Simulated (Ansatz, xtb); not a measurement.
**A geometry optimisation of C2H2Se with r2SCAN-D4/def2-SVP**

The starting geometry of this gas-phase triplet was built from a drawn formula by distance geometry and a force field; its bonds are those of `[C]=C[SeH]`.

```xyz
5

C    -1.7116    0.7818   -2.0140
C    -1.2106    0.6786   -0.7404
Se    0.1945    1.7486   -0.0791
H    -1.6119   -0.1246   -0.1232
H    -0.8129    2.7432    0.4397
```

Predict what becomes of its bonds when it is optimised with r2SCAN-D4/def2-SVP.

It keeps its bonds, and is `[C]=C[SeH]`.

The energy falls by 0.32 eV over 16 steps:

```csv
step,E − E(last) (eV)
1,0.317
3,0.231
4,0.187
6,0.146
8,0.041
9,0.012
11,0.002
13,0.001
14,0.000
16,0.000
```

Final geometry (Å):

```yaml
atoms:
  - { symbol: C, position_ang: [-1.4074, 0.3393, -2.1791] }
  - { symbol: C, position_ang: [-1.2396, 0.6989, -0.8731] }
  - { symbol: Se, position_ang: [-0.0600, 2.1086, -0.4010] }
  - { symbol: H, position_ang: [-1.8902, 0.3760, -0.0411] }
  - { symbol: H, position_ang: [-0.5555, 2.3047, 0.9772] }
```

From the same start GFN2-xTB ends elsewhere, differing in C2–Se3 (2.50 against 1.90 Å here).

No frequencies were run, so the end isn't proven a minimum. Open shells are spin-unrestricted. The triplet needn't be the ground state. Run with Ansatz 0.2.0, 73 s on 2 threads of Arm Neoverse V1 (shared host).
